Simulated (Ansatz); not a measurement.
Species: chloro-difluoro-methylsilane, CH$_{3}$ClF$_{2}$Si, net charge 0, singlet state. 
Geometry from a B3LYP-D3(BJ)/def2-TZVP (Ansatz, a program for electronic structure) optimisation:
SMILES: C[Si](F)(F)Cl
```xyz
8

C     -1.9513    -0.1167     0.1792
Si    -0.1434     0.2047     0.2177
F      0.4442    -0.0361     1.6731
F      0.1717     1.7160    -0.1536
Cl     0.8911    -0.9845    -1.0773
H     -2.1604    -1.1522     0.4503
H     -2.3498     0.0658    -0.8195
H     -2.4656     0.5386     0.8845
```

CCSD(T) with Ansatz in growing basis sets, 32 correlated electrons. Correlated levels leave the core frozen unless marked. UHF or UKS for open shells. Spin-orbit coupling is left out. No relativistic terms. Costs are ratios of core time to the smallest set, on shared machines of one kind, and rough; they hold the program's checks for lower states.

```tsv
basis	functions	cost over smallest	E(corr) (Eh)	electronic atomisation energy (kcal/mol)
aug-cc-pV(D+d)Z	160	1×	-0.8614	715.5
aug-cc-pV(T+d)Z	317	9×	?	?
```

Task: What does the step to aug-cc-pV(T+d)Z buy, and how does its cost grow by formal scaling?

Result: Formally CCSD grows as o²v⁴ and (T) as o³v⁴; with o = 16 and v going from 131 to 288 both grow 23-fold in the last step, while integrals and the mean field grow more slowly. That step adds 210.3 mEh of correlation energy and 41.0 kcal/mol to the atomisation energy. Row: E(corr) (Eh) -1.0718, electronic atomisation energy (kcal/mol) 756.5.
